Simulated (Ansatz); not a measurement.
CH$_{8}$N$_{3}$V, SMILES `[CH3][V](=[NH])([NH2])[NH2]` from Hartree–Fock to CCSD(T)

```xyz
13

C     0.201   -1.558    0.677
V    -0.114    0.330   -0.002
N    -0.955    1.046    1.167
N     1.534    1.124   -0.146
N    -1.157    0.185   -1.505
H     0.776   -2.088   -0.093
H     0.775   -1.542    1.605
H    -0.747   -2.074    0.836
H    -1.477    1.403    1.954
H     2.171    0.916   -0.904
H     1.887    1.884    0.414
H    -0.783   -0.115   -2.397
H    -2.112    0.488   -1.607
```

Total charge 0; spin multiplicity 1. Correlated methods include outer-core shells of V, which these sets cover unevenly. Scalar relativity is left out up to krypton. Geometry: relaxed with PBE0-D4/def2-TZVP. It is one conformer, not always the lowest. Frozen core, restricted reference, the Gaussian-basis code of Ansatz.

```
     basis      HF (Eh)  MP2 corr.
  def2-SVP  -1148.35423   -1.16419
def2-TZVPP  -1148.74691   -1.49562
def2-QZVPP  -1148.77397   -1.58828
```

Task: Estimate the CCSD correlation energy and the (T) correction in each basis where they were run (hartree).

Result: 
```tsv
basis	CCSD corr.	(T)
def2-SVP	-1.12409	-0.07431
def2-TZVPP	-1.43146	-0.09786
```
